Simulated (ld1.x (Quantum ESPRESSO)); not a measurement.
# u(r) = r·R(r): atom against pseudo-atom (Cl)

Columns: radius, all-electron u(r) and pseudo u(r) of the 3s shell (level -20.47 eV) of chlorine in the configuration [Ne] 3s2 3p5; Wu–Cohen, non-relativistic, TM scheme, ld1.x (Quantum ESPRESSO) 7.5.

| r (bohr) | all-electron | pseudo |
| --- | --- | --- |
| 0.062 | 0.2191 | 0.0271 |
| 0.125 | -0.0148 | 0.0553 |
| 0.188 | -0.2616 | 0.0848 |
| 0.250 | -0.4027 | 0.1159 |
| 0.312 | -0.4361 | 0.1496 |
| 0.375 | -0.3844 | 0.1875 |
| 0.438 | -0.2762 | 0.2297 |
| 0.500 | -0.1390 | 0.2761 |
| 0.562 | 0.0105 | 0.3279 |
| 0.625 | 0.1620 | 0.3863 |
| 0.688 | 0.3045 | 0.4501 |
| 0.750 | 0.4311 | 0.5172 |
| 0.812 | 0.5416 | 0.5864 |
| 0.875 | 0.6366 | 0.6559 |
| 0.938 | 0.7144 | 0.7207 |
| 1.000 | 0.7748 | 0.7762 |
| 1.062 | 0.8205 | 0.8206 |
| 1.125 | 0.8531 | 0.8531 |
| 1.188 | 0.8733 | 0.8733 |
| 1.250 | 0.8828 | 0.8828 |
| 1.312 | 0.8835 | 0.8835 |
| 1.375 | 0.8766 | 0.8766 |
| 1.438 | 0.8632 | 0.8632 |
| 1.500 | 0.8451 | 0.8451 |
| 1.562 | 0.8229 | 0.8229 |
| 1.625 | 0.7973 | 0.7973 |

Question: How many radial nodes do the two functions have?

Answer: The all-electron 3s function has n − l − 1 = 2; the pseudo-wave has 0, since the states of the same l below it are removed with the core.

Question: At about which radius was the pseudo-wave matched?

Answer: 1.15 bohr. The columns agree to 0.0005 from 1.06 bohr on; several derivatives are matched, so the curves merge somewhat inside the radius.

Question: Where does each function peak?

Answer: Outermost all-electron maximum near 1.31 bohr, pseudo maximum near 1.31 bohr (to the table’s step).

Question: Is the pseudo-wave norm-conserving?

Answer: Yes: the TM scheme keeps the norm inside the radius equal to the all-electron one, which fixes the energy derivative of the logarithmic derivative at the level.
